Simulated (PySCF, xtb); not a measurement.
H7Si3, SMILES [SiH2][SiH2][SiH3] (connectivity only; charge and spin as stated), charge +1, multiplicity 1.

Geometry: B3LYP-D3(BJ)/def2-SVP. The multiplicity is an assumed one; other spin states were not compared. The isomer is the one that the SMILES or the coordinates give; other isomers of the formula were not compared.

The numbers are results of IEF-PCM-B3LYP/def2-SVP (PySCF), not measurements.

The values are the electrostatic part of the solvation free energy, E(continuum) − E(gas) at the gas-phase geometry, in a cavity of scaled van der Waals radii (PySCF's table); cavitation and dispersion terms are not included. In vacuum the orbital gap is 3.82 eV.

| solvent | ε | ΔG(elec) (kcal/mol) | gap (eV) |
|---|---|---|---|
| water | 78.36 | -53.1 | 4.11 |
| toluene | 2.37 | ? | ? |
| chloroform | 4.71 | -42.2 | 4.02 |

Problem. What belongs in the gaps? (An estimate is asked for; the answer gives what the named calculation found.)

Solution. 
- toluene, ΔG(elec) (kcal/mol): -30.8
- toluene, gap (eV): 3.94

For comparison, GFN2-xTB/ALPB(water) (xtb, at the GFN2-xTB geometry, all terms of that model) gives -42.8 kcal/mol.
